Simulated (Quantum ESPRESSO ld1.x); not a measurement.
Values are calculated unless marked as measured or tabulated.
Question: The mean radii <r> (bohr) of the occupied orbitals of an atom or ion are listed with their occupations. Level of theory: Dirac Kohn-Sham, BLYP, spin-unpolarised, spherical densities, point nucleus (ld1.x of Quantum ESPRESSO 7.5).

orbital  occ.      <r>
1s1/2       2  0.06644
2s1/2       2   0.3081
2p1/2       2   0.2721
2p3/2       4   0.2749
3s1/2       2   0.9084
3p1/2       2   0.9429
3p3/2       4   0.9494
4d3/2       1    2.916

Name the element and its charge. Open shells, if any, fill j = l - 1/2 first.

Answer: Z = 23, vanadium, charge +4: V4+ in [Ar] 4d1. The 1s radius gives Z: for a bare nucleus <r> = (2 gamma + 1)/(2Z) with gamma = sqrt(1 - (Z/c)^2), 0.0646 bohr for Z = 23, and screening makes it slightly larger (0.06644 here). The occupations add up to 19, and the charge is Z minus that.
